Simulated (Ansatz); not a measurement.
The first iterations of a band of FH5HfO4 (11 atoms, charge 0, multiplicity 1).

The calculation used Ansatz, RKS PBE0-D4/def2-SVP.

```json
{"movable images": "9", "climbing image": "yes", "spring": "5.0 eV/Å²", "optimiser": "quadratic models (default)", "start path": "through a guess of the saddle point", "force threshold": "0.03 eV/Å", "iteration limit": "60", "end points": "relaxed"}
```

Initial state:

```xyz
11
Properties=species:S:1:pos:R:3
Hf -0.073 -0.038 0.133
O -0.067 0.148 2.187
H -0.450 -0.289 2.948
O 1.596 -0.491 -0.719
H 2.466 -0.471 -1.110
O -1.119 1.249 -0.844
H -1.514 1.975 -1.319
O -1.105 -1.665 0.036
H -1.531 -2.457 -0.281
F 1.072 1.788 1.129
H 0.691 1.291 1.926
```

Final state:

```xyz
11
Properties=species:S:1:pos:R:3
Hf 0.374 -0.119 0.172
O -0.797 0.479 2.159
H -1.256 1.234 1.750
O 1.372 -0.110 -1.479
H 1.940 -0.225 -2.236
O -0.892 1.385 -0.204
H -1.050 1.832 -1.039
O -0.402 -1.882 0.284
H -0.935 -2.662 0.416
F 1.779 0.265 1.469
H -0.165 0.843 2.793
```

| iteration | highest image above the first end (eV) | largest band force component (eV/Å) |
| --- | --- | --- |
| 1 | 5.032 | 27.816 |
| 2 | 2.140 | 3.353 |
| 3 | 1.201 | 2.194 |
| 4 | 0.320 | 1.284 |
| 5 | 0.129 | 1.555 |
| 6 | 0.082 | 0.968 |
| 7 | 0.029 | 0.796 |
| 8 | 0.020 | 0.781 |
| 9 | 0.009 | 1.539 |
| 10 | 0.008 | 0.670 |
| 11 | 0.007 | 0.705 |
| 12 | 0.005 | 0.554 |
| 13 | 0.003 | 0.804 |
| 14 | 0.000 | 0.256 |
| 15 | 0.003 | 0.330 |

**Question.** Does the band converge within its limit, and where does its top end?

**Answer.** The forces met the threshold. It ended after 45 iterations with the highest image 0.002 eV above the first end. The top lies less than 8 meV above the higher end, about what the thresholds resolve: that end is a shoulder or a very shallow well. A vibrational analysis at the climbing image gives one clearly imaginary mode, 172i cm⁻¹, and a faint second one (13i cm⁻¹) that may be numerical noise or a soft torsion: probably a first-order saddle point. The orbitals stay closed-shell, which can raise the energy where a bond breaks towards radicals; this wasn't checked here.

Run time: 17 min on 4 threads of Arm Neoverse V1, with other jobs on the host, peak memory 0.36 GiB.
